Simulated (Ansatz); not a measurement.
Total energies of `C=N[SiH](C)O`.

Cartesian coordinates in Å:
```
C -1.715 1.389 0.094
N -0.889 0.820 -0.663
Si 0.628 0.124 -0.177
C 0.562 -1.694 -0.519
O 0.969 0.306 1.431
H -1.566 1.525 1.177
H -2.656 1.785 -0.307
H 1.659 0.829 -0.984
H -0.180 -2.173 0.124
H 1.532 -2.159 -0.326
H 0.285 -1.880 -1.559
H 1.370 1.129 1.709
```

Total charge 0; spin multiplicity 1. The structure was optimised at the PBE0-D4/def2-TZVP level. It is one conformer, not always the lowest. Basis def2-TZVPP, Ansatz.

RPA on PBE orbitals: Hartree–Fock energy of these orbitals -498.16388 Eh, correlation -1.46873 Eh (frozen core).

```
             functional  energy without D4 (Eh)  D4 term (kJ/mol)
            LDA (SPW92)              -497.14238                 –
                 r2SCAN              -499.90587              -5.9
                   PBE0              -499.68142             -19.8
                  B3LYP              -500.07833             -37.5
                r2SCANh              -499.89311              -6.2
                r2SCAN0              -499.87511              -6.9
HSE06 (plane-wave form)              -499.66379             -18.3
                  BHLYP              -499.93240             -27.7
              CAM-B3LYP              -499.96428             -19.9
                LC-ωPBE              -499.82603                 –
                ωB97X-V              -499.93690                 –
                ωB97M-V              -499.94389                 –
                 B2PLYP              -499.76615                 –
               PBE-QIDH              -499.56983                 –
```

Problem. Give the same for PBE, revPBE, BLYP, B97M-V. (An estimate is asked.)

Solution. The calculation gave: 
```tsv
functional	energy without D4 (Eh)	D4 term (kJ/mol)
PBE	-499.63840	-23.4
revPBE	-499.91788	-72.9
BLYP	-499.97516	-51.5
B97M-V	-499.94603	–
```

B3LYP takes the VWN-RPA correlation (the form of Gaussian; ORCA's B3LYP/G). HSE06 is the plane-wave form, built on full-range PBE exchange. The double hybrids freeze the cores in their second-order part.

LC-ωPBE has ω = 0.4 bohr⁻¹.
